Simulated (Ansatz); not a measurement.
The same path of CH6AlNO2Si (12 atoms, charge 0, multiplicity 1) was run twice with different band settings. Lost on the way: C4–O5, C4–H9. Made: O5–H9.

The calculation used RKS PBE-D4/6-31G* in Ansatz 0.2.0.

Relaxed end points:

```xyz
12
Properties=species:S:1:pos:R:3
O 0.760 2.399 1.738
Al 0.421 0.961 0.843
N -0.759 0.758 -0.511
C -0.889 -0.551 -1.151
O -0.272 -1.603 -0.415
Si 1.050 -1.343 0.629
H 0.281 3.225 1.552
H -1.374 1.451 -0.941
H -1.959 -0.827 -1.251
H -0.447 -0.536 -2.173
H 2.366 -1.665 -0.040
H 0.897 -2.323 1.756
```

```xyz
12
Properties=species:S:1:pos:R:3
O 0.726 2.316 1.048
Al 0.006 0.898 0.356
N -1.574 1.264 -0.556
C -1.049 1.239 -1.770
O -0.292 -2.228 -0.566
Si 0.650 -1.438 0.597
H 1.650 2.268 1.354
H -2.558 1.536 -0.480
H -0.108 -3.183 -0.652
H 0.078 0.902 -1.638
H 2.130 -1.640 0.355
H 0.418 -1.990 1.986
```

Common settings: climbing image yes; spring 5.0 eV/Å²; optimiser quadratic models (default); start path through a guess of the saddle point; force threshold 0.03 eV/Å; iteration limit 60; end points relaxed.

| run | movable images |
| --- | --- |
| 1 | 5 |
| 2 | 3 |

Problem. What does each run give, and how far can it be trusted?

Solution. Run 1: converged after 36 iterations, highest image 2.247 eV above the first end. Neighbouring images differ by up to 2.0 eV, so the band resolves the path poorly. A vibrational analysis at the climbing image gives one clearly imaginary mode, 878i cm⁻¹: a first-order saddle point.
Run 2: converged after 25 iterations, highest image 2.247 eV above the first end. A structure lower than the last end lies on the path between it and the top, so the climb from that side starts below the end, which may itself be a saddle point or a shallow side well. Neighbouring images differ by up to 2.1 eV, so the band resolves the path poorly. Another band between the same ends (5 images) ends at a top of the same energy, where a vibrational analysis finds 1 clearly imaginary mode. So few images can step over the top or miss a turn of the path.
The orbitals stay closed-shell, which can raise the energy where a bond breaks towards radicals; this wasn't checked here.
